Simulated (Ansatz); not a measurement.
`CC(C)[Si]N` → `CC([SiH3])C=N`  (isomerisation)

Calculated with Ansatz (gas phase, PBE0-D4/def2-TZVP geometries, no zero-point term in ΔE). CCSD(T)/CBS adds triple-zeta CCSD(T) − MP2 to the extrapolated MP2 energy (def2 sets, frozen cores). Functionals use def2-TZVPP. B3LYP here is the variant with VWN-RPA as its local correlation; programs differ in this. Each species was taken in one conformer, which may not be the lowest.

Problem. Is it downhill or uphill in electronic energy at CCSD(T)/CBS, and by how much? (An estimate is asked.)

Solution. Ansatz gave: Uphill: ΔE = +16.1 kcal/mol.

Problem. What do these levels give: ωB97X-V, B2PLYP, B3LYP, HF/def2-TZVPP, SCS-MP2/def2-TZVPP, MP2/def2-QZVPP? (Estimate.)

Solution. Ansatz gave: ωB97X-V 13.8, B2PLYP 14.7, B3LYP 14.5, HF/def2-TZVPP 9.7, SCS-MP2/def2-TZVPP 13.5, MP2/def2-QZVPP 16.2 kcal/mol.

Largest T1 diagnostic among the species: 0.012.

In def2-TZVPP, CCSD(T) changes the Hartree–Fock value by +5.2 kcal/mol (the triples alone add −0.2 kcal/mol) and MP2 by +5.8 kcal/mol.
